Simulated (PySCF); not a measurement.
ZrCl⁻: from constants to spectrum

ROHF-CCSD(T) constants of ZrCl⁻, triplet, unpaired electrons δ ↑↑ (basis Zr def2-TZVPPD with ECP28, Cl def2-TZVPPD; scalar-relativistic core potentials; PySCF 2.14; masses 89.9047 and 34.9689 u):

| Item | Value |
| --- | --- |
| ωe | 319.1 cm⁻¹ |
| ωexe | 1.34 cm⁻¹ |
| Be | 0.11267 cm⁻¹ |
| αe | 0.000595 cm⁻¹ |
| De to Zr (4d2 5s2) + Cl⁻ | 2.22 eV |

Q: What force constant and bond length do these constants imply?

A: Reduced mass μred = 25.176 u; k = 5.8918×10⁻⁷·μred·ωe² (u, cm⁻¹, mdyn/Å) = 1.51 mdyn/Å; Re = √(16.8576/(μred·Be)) (u, cm⁻¹, Å) = 2.438 Å.

Q: Estimate the centrifugal constant D from the Kratzer relation and find the Dunham coefficient a1.

A: D = 4Be³/ωe² = 5.62e-08 cm⁻¹; a1 = −1 − αeωe/(6Be²) = -3.49.

Correlated steps freeze 5 core orbitals. Spin–orbit coupling is left out, which matters for elements this heavy, above all for dissociation energies. For an ion De counts to the pair picked by the measured ionisation energies or electron affinities, which need not be the lowest pair at this level. The CCSD T1 diagnostic is raised, a sign that a single reference may not be enough here. The state is the lowest single determinant that the PBE0 search found; with open d or f shells the true ground state can be another one.
